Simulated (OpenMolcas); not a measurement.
Ag3+: moving or changing the point charges

Ag3+ among 6 point charges of -1.7 e arranged as a trigonal antiprism (D3d), 1.84 Å from the ion, with a polar angle of 53.1° against the regular 54.74°.
```
   0.0000    1.4713    1.1049  -1.70
  -1.2742   -0.7356    1.1049  -1.70
   1.2742   -0.7356    1.1049  -1.70
   0.0000   -1.4713   -1.1049  -1.70
   1.2742    0.7356   -1.1049  -1.70
  -1.2742    0.7356   -1.1049  -1.70
```

| Item | Value |
| --- | --- |
| Program | OpenMolcas 26.06 |
| Method | SS-CASPT2, IPEA 0.25 Eh, imaginary shift 0.1 Eh (closed shells correlated: 4s 4p) |
| Basis | ANO-RCC-VDZP [6s5p3d1f] |
| Scalar Hamiltonian | DKH2, point nucleus |
| Active space | 8 electrons in 5 orbitals (4d) |
| State averaging | 2S+1 = 3 even, 10 roots; 2S+1 = 1 even, 15 roots |
| Spin-orbit coupling | RASSI with atomic mean-field integrals over the reference wave functions |

Runs around this geometry, states (labels of D3, the rotations of D3d). Energies in cm-1 above the lowest state or level, χT in cm3 K/mol.

```
R (Å)  q (e)  Polar angle / regular  Ground state  First state of that spin  First gap with spin-orbit (degeneracies)  χT at 300 K  First state of another spin
 1.84   -1.7                   0.89           3A2                   3E 8130                                230 (1, 2)        1.842                     1E 13930
 1.84  -1.36                   0.97           3A2                   3E 6730                                 78 (1, 2)        2.058                     1E 13810
 1.84   -1.7                   0.97           3A2                   3E 8520                                 69 (1, 2)        1.888                     1E 14120
 2.01   -1.7                   0.97           3A2                   3E 5620                                 93 (1, 2)        2.187                     1E 13610
```

Taking the first state of the same spin as R^-n, n = -ln(5620 / 8520) / ln(2.01 / 1.84) = 4.7 between the shortest and longest distance.

Scaling the charges by -1.36 / -1.7 = 0.80 scales the first state of the same spin by 6730 / 8520 = 0.79; with fixed orbitals a first-order splitting would follow the charge.

Roots that are degenerate in the reference are averaged as groups; the widest CASPT2 spread within a group is 39 cm-1 (the 2-fold group of multiplicity 1 near 28500 cm-1 above the lowest state of its run, R = 2.01, q = -1.7, ratio = 0.97). Shifts and gaps below about the spread of the groups concerned are not significant. Real 4d8 and 5d8 ions are as a rule square planar and diamagnetic. Free-ion shares, where given, are those of the reference states; single-state CASPT2 does not remix them. Point charges carry no covalency, so the field is a model and not that of real ligands. No measured value stands beside these numbers.
